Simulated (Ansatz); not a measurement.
Born–Oppenheimer molecular dynamics of C4H13NSi (19 atoms, charge 0, multiplicity 1). It goes on from the last frame of an earlier run, with new velocities.

Level of theory: Ansatz 0.2.0, RKS B3LYP-D4/6-31G.

| Property | Result |
| --- | --- |
| ensemble | NVT, Langevin thermostat |
| time step | 0.25 fs |
| steps asked | 250 |
| set temperature | 2000 K |
| friction | 0.01 /fs |
| seed | 115894 |

First frame:

```xyz
19
Properties=species:S:1:pos:R:3
Si 0.015 -0.145 -0.138
H 0.129 -0.312 1.359
N 1.644 -0.131 -0.805
C 2.523 -1.270 -0.835
H 1.983 -2.175 -0.778
H 3.149 -1.322 -1.754
H 3.274 -1.333 0.010
C 2.445 1.125 -0.763
H 3.071 1.276 -1.684
H 1.764 1.979 -0.528
H 3.138 1.061 0.083
C -0.964 1.502 -0.438
H -2.040 1.142 -0.477
H -0.951 2.209 0.370
H -0.731 1.904 -1.437
C -1.060 -1.600 -0.686
H -2.056 -1.400 -0.277
H -1.099 -1.787 -1.753
H -0.715 -2.561 -0.251
```

Question: What does the run give?

Answer: The run went to its last step.

```yaml
steps_done: 250
time_covered: 62.5 fs
mean_temperature_over_the_second_half: 1425 K
spread_of_the_potential_energy_over_the_second_half: 23.1 meV per atom
mean_potential_energy_of_the_second_half_above_the_start: 142.2 meV per atom
```

The mean temperature of the second half is 29 % below the set value. A run of 0.062 ps of so small a system gives no equilibrium averages. Limits of this set-up: no polarisation functions.

Question: What happens to the structure?

Answer: The same pairs are bonded in the first frame and the last. Pairs count as bonded within 1.25 times the sum of covalent radii (0.12 Å more for H–H). Another seed would give other details.

Question: How do temperature and energy run in time?

Answer: 
```tsv
time (fs)	T (K)	potential energy less start (eV)
0	1895	0.000
3	1144	1.994
6	1179	1.891
9	911	2.655
12	1559	1.496
15	1108	2.647
18	1212	2.339
21	1174	2.673
24	1202	2.745
27	1086	3.049
30	1235	3.127
33	1254	2.616
36	1162	3.106
39	1476	2.583
42	1523	2.552
45	1727	2.223
48	1166	3.168
51	1493	2.533
54	1681	2.024
57	1572	2.586
60	1096	3.647
```

Run time: 29 min on 2 threads of AMD EPYC (Zen 3), with other jobs on the host, peak memory 0.24 GiB.
